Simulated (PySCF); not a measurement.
**Sc³⁺ (scandium, charge +3) across methods**

[Ar], closed-shell 1S. Computed with PySCF 2.14 in aug-cc-pVDZ, with the non-relativistic Hamiltonian (point nucleus).

```tsv
method	E (hartree)	mean ε 2p (eV)	mean ε 3s (eV)	mean ε 3p (eV)	Σ⟨r²⟩ (bohr²)	⟨S²⟩
PBE0	-758.781	-432.81	-90.857	-67.929	13.08	0.000
UHF	-758.20170	-461.32	-101.83	-74.222	13.05	0.000
M06	-758.955	-434.10	-90.920	-67.905	13.06	0.000
PW91	-758.957	-423.28	-86.782	-65.470	13.10	0.000
LDA	-756.990	-422.62	-86.467	-65.387	13.10	0.000
revPBE	-758.857	-422.73	-86.731	-65.345	13.09	0.000
TPSSh	-758.987	-427.59	-89.029	-66.625	13.07	0.000
r2SCAN	-758.933	-427.36	-88.519	-66.182	13.07	0.000
PBE	-758.724	-422.86	-86.707	-65.367	13.10	0.000
```
